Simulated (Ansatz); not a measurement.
Cartesian coordinates in Å:
```
C -0.010 -1.080 -0.705
Ge 0.670 0.434 0.319
Te -1.063 2.320 0.441
H 0.752 -1.859 -0.771
H -0.280 -0.755 -1.710
H -0.894 -1.491 -0.219
H 1.887 1.078 -0.369
H 1.060 0.002 1.745
H -2.122 1.350 1.270
```

Charge 0, multiplicity 1. Te takes the def2 core potential.

Q: List the ωB97M-V/def2-TZVPP orbital energies in eV (the Gaussian-basis code of Ansatz). (Estimate.)

A: Computed: Occupied: -10866.76, -1362.60, -1210.34, -1210.31, -1210.30, -281.45, -174.63, -174.37, -123.67, -123.59, -123.56, -123.51, -123.42, -123.22, -46.53, -46.48, -46.30, -46.22, -46.20, -36.43, -36.41, -36.39, -36.33, -36.32, -22.57, -20.40, -17.26, -14.23, -14.14, -12.38, -11.66, -11.45, -10.04, -8.40. Lowest empty: 1.12, 1.75, 2.41, 3.14, 3.41, 4.10, 4.41, 4.45.
